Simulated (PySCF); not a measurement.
C2H6AlBr, SMILES [CH3][Al]([CH3])[Br].

Geometry optimised at PBE-D3(BJ)/def2-SVP. The structure was generated by enumeration; whether it is a known compound was not checked.

Calculation: PySCF with PBE0/def2-TZVP.

Gas-phase values at a fixed geometry.

The total energy comes out as -2896.01860 hartree and the highest occupied level is -7.78 eV. The lowest empty level is -0.82 eV and the orbital gap is 6.95 eV. The dipole moment is 2.20 D. The quadrupole, principal values (traceless, Buckingham form, about the centre of nuclear charge) is -2.47, -1.33, 3.80 D·Å. The mean static polarisability comes out as 70.6 bohr³ (10.46 Å³) and the polarisability, principal values comes out as 56.4, 73.6, 81.8 bohr³.
